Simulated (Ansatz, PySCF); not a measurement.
Molecule: C3H10NSi, net charge 0, doublet state. It need not be the lowest isomer of its formula. 
Geometry from a B3LYP-D3(BJ)/def2-TZVP (Ansatz, an electronic-structure program) optimisation:
SMILES: [CH2][Si](C)(C)N
```xyz
15

Si     0.0362    -0.0022    -0.0004
C      1.7469     0.2711    -0.6567
C     -0.9100    -1.0650    -1.2162
C     -0.7756     1.6606     0.2828
N      0.0037    -0.8358     1.5269
H      2.2563    -0.4379    -1.3028
H      2.3651     1.1154    -0.3656
H     -0.9483    -0.5946    -2.2010
H     -1.9336    -1.2296    -0.8743
H     -0.4363    -2.0426    -1.3382
H     -1.7937     1.5372     0.6571
H     -0.8177     2.2389    -0.6426
H     -0.2188     2.2526     1.0139
H      0.3337    -0.3545     2.3510
H      0.2919    -1.8030     1.5606
```
Charge 0, spin multiplicity 2.

Dipole moments at this geometry, in debye (magnitudes).

| level | program | dipole (D) |
|---|---|---|
| HF/def2-TZVPD | PySCF | ___ |
| PBE/def2-TZVPD | Ansatz | 0.71 |
| BLYP/def2-TZVPD | Ansatz | 0.72 |
| B97M-V/def2-TZVPD | Ansatz | 0.70 |
| B3LYP/def2-TZVPD | Ansatz | 0.74 |
| TPSSh/def2-TZVPD | PySCF | 0.74 |
| M06-2X/def2-TZVPD | PySCF | 0.76 |
| wB97M-V/def2-TZVPD | Ansatz | 0.77 |
| wB97X-V/def2-TZVPD | Ansatz | ___ |

Problem. Complete the blanks.

Solution. 
- HF/def2-TZVPD, dipole (D): 0.86
- wB97X-V/def2-TZVPD, dipole (D): 0.78
